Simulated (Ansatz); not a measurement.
The cluster Sn₄H₈, relaxed as a quintet with UKS PBE-D4/def2-SVP in Ansatz, starting from the PBE-D4/def2-SVP geometry of the neutral singlet. Force threshold 0.02 eV/Å.

In the def2 sets Sn takes a core potential; there is no spin–orbit coupling. In the quintet geometry the species has come apart into loosely held pieces. At PBE-D4/def2-SVP a singlet of charge 0 lies 3.80 eV below the quintet, each at its own geometry. The structure comes from a short search, and lower isomers may exist.

Start:

```xyz
12

Sn   -0.285    0.751    1.774
Sn    0.931   -1.036   -1.661
Sn   -0.352    1.399   -0.989
Sn    0.228   -2.590    0.719
H     0.313   -1.523   -3.217
H    -1.693    0.454    2.745
H    -1.441   -1.952    0.447
H    -2.050    1.541   -1.332
H     0.897    1.481    2.827
H     2.592   -0.590   -1.960
H     0.322    2.997   -1.154
H     0.539   -0.931    1.800
```

Problem. Estimate the energy that the relaxation releases and the steps that it takes.

Solution. 244.5 kJ/mol, in 54 steps; 2.2 min on 4 threads of Arm Neoverse V1 on a shared host. The force fell under the threshold at step 45, but the optimiser went on and released 0.006 eV more. No frequencies were taken in this run, so the end may be a saddle point.

Problem. Does the start keep its bonding and symmetry?

Solution. Bonds lost: Sn1–Sn3 (atoms count from 1). The end holds 2 separate pieces.

Problem. Predict the relaxed structure.

Solution. 
Cartesian coordinates in Å:
```
Sn -0.091 1.094 2.175
Sn 0.636 -1.048 -1.651
Sn -0.992 1.285 -1.690
Sn -0.854 -3.053 -0.300
H 0.908 -1.619 -3.270
H -0.084 -0.490 1.414
H -1.656 -2.646 1.218
H -1.144 1.744 0.032
H 0.091 0.849 3.906
H 2.190 -0.750 -0.917
H -0.317 2.692 -2.496
H 1.313 1.943 1.577
```
Bond lengths (bridged metal pairs left out): 2 × Sn–Sn 2.84 Å; 8 × H–Sn 1.74 to 1.79 Å.
